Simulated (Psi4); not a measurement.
Noncovalent pair: CO2 (SMILES O=C=O) (first 3 atoms) with CHN (SMILES C#N); geometry from B3LYP-D3(BJ)/def2-TZVP.
(charge 0, multiplicity 1):
```xyz
6

O     -1.169    -0.747    -0.351
C     -0.203    -0.130    -0.193
O      0.768     0.491    -0.048
C      0.602     0.437     3.089
N     -0.365    -0.178     3.115
H      1.502     1.009     3.054
```

All values below come from SAPT0/jun-cc-pV(D+d)Z run with Psi4.

**Question.** Give the four SAPT terms and the total, and say what mostly holds the pair together.

**Answer.** electrostatics -2.39, exchange 2.16, induction -0.31, dispersion -1.18, total -1.72 kcal/mol; the largest attraction is electrostatics.
